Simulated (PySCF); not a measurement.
ClI, charge -1, multiplicity 2. Atoms are numbered in the order given.

```xyz
2

Cl     0.0000     0.0000    -2.2247
I      0.0000     0.0000     0.7136
```
Charge -1, spin multiplicity 2.

Geometry: PBE-D3(BJ)/def2-TZVPD. The spin state was assumed, not searched. The def2 effective core potentials stand for the cores of I; spin–orbit coupling is left out.

Calculation: M06-2X/def2-TZVPD run with PySCF.

Mulliken values depend strongly on the basis, most of all with diffuse functions as here. ESP charges are fitted to the potential on shells at 1.4 to 2.0 van der Waals radii. Atomic charges (e):

```json
[
 {"atom": "Cl1", "Mulliken": "-0.67", "ESP fit": "-0.56", "Mulliken spin": "0.32"},
 {"atom": "I2", "Mulliken": "-0.33", "ESP fit": "-0.44", "Mulliken spin": "0.68"}
]
```
